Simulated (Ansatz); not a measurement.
BFH6SSi2 from Hartree–Fock to CCSD(T)

Z-matrix (Å, degrees):
```
B
S 1 2.019
Si 1 2.034 2 97.5
H 1 1.200 2 107.5 3 -123.7
H 1 1.206 2 101.4 3 115.3
Si 2 2.235 1 80.8 3 -34.3
H 2 1.348 1 99.1 3 58.3
H 3 1.493 1 114.1 2 -69.5
H 3 1.487 1 125.5 2 149.9
F 6 1.599 2 110.4 1 160.3
H 6 1.484 2 100.4 1 -86.7
```

Total charge 0; spin multiplicity 1. The bonds changed during the relaxation, so this is another structure than the one it started from. Geometry: relaxed with PBE0-D4/def2-TZVP. It is one conformer, not always the lowest. Frozen core, restricted reference, Ansatz. CBS rows extrapolate triple and quadruple zeta; past MP2 they add the triple-zeta difference.

| basis | HF (Eh) | MP2 corr. | CCSD corr. | (T) | CCSD(T) total |
| --- | --- | --- | --- | --- | --- |
| def2-SVP | -1102.64225 | -0.61739 | -0.67872 | -0.01930 | -1103.34027 |
| def2-TZVPP | -1103.15022 | -0.79786 | -0.85523 | -0.03480 | -1104.04025 |
| def2-QZVPP | -1103.18513 | -0.86377 | – | – | – |
| CBS(def2) | -1103.18994 | -0.91259 | -0.96995 | as TZ | -1104.19469 |
